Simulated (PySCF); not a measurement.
B3LYP has the VWN-RPA correlation part, as in Gaussian. 

CH$_{4}$Si$_{3}$, SMILES `C=[si]1[siH][siH]1` (charge 0, multiplicity 1)

The numbers are results of B3LYP-D3(BJ)/def2-TZVP (PySCF), not measurements.

| Item | Value |
|---|---|
| HOMO | -5.35 eV |
| dipole moment | 0.518 e·Å |
| HOMO–LUMO gap | 3.09 eV |
| LUMO | -2.26 eV |
| total energy | -908.9775 Ha |
| cost | about 40 core-seconds (a rough figure) |

Bond lengths (Å): C1–Si2 1.702, C1–H5 1.082, C1–H6 1.082, Si2–Si3 2.264, Si2–Si4 2.264, Si3–Si4 2.141, Si3–H7 1.487, Si4–H8 1.487. Bond angles (°): Si2–C1–H5 121.5, Si2–C1–H6 121.5, H5–C1–H6 117.0, C1–Si2–Si3 151.8, C1–Si2–Si4 151.8, Si3–Si2–Si4 56.4, Si2–Si3–Si4 61.8, Si2–Si3–H7 150.6, Si4–Si3–H7 147.6, Si2–Si4–Si3 61.8, Si2–Si4–H8 150.6, Si3–Si4–H8 147.6.
